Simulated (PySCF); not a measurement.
B(GeH3)2(Me), SMILES C[B]([GeH3])[GeH3], PBE0/def2-SVP optimised geometry.

```
13

B      0.10     0.28     0.00
Ge    -1.98     0.28     0.00
H     -2.58    -0.49     1.19
H     -2.59     1.70     0.00
H     -2.47    -0.42    -1.29
Ge     1.10    -1.49     0.39
H      0.45    -2.32     1.52
H      1.04    -2.37    -0.88
H      2.59    -1.29     0.73
C      0.89     1.60    -0.27
H      1.92     1.47    -0.64
H      1.00     2.01     0.76
H      0.36     2.37    -0.85
```

Density from PBE0/def2-TZVP (PySCF 2.14.0) at that geometry.

Minimum of the electron density along straight lines between bonded atoms, close to the bond critical point (lines longer than 1.1 times the sum of covalent radii, or with two minima, are not listed):

```tsv
bond	length / Å	ρ at the minimum / e bohr⁻³	∇²ρ there / e bohr⁻⁵	position (fraction from the first atom)
B1–Ge2	2.074	0.112	-0.13	0.50
Ge2–H3	1.543	0.130	0.06	0.59
Ge2–H4	1.545	0.130	0.07	0.59
Ge2–H5	1.547	0.129	0.07	0.59
B1–Ge6	2.074	0.112	-0.13	0.50
Ge6–H7	1.543	0.130	0.06	0.59
Ge6–H8	1.547	0.129	0.07	0.59
Ge6–H9	1.545	0.130	0.07	0.59
B1–C10	1.557	0.190	-0.28	0.33
C10–H11	1.101	0.269	-0.89	0.64
C10–H12	1.114	0.252	-0.78	0.64
C10–H13	1.101	0.269	-0.89	0.64
```
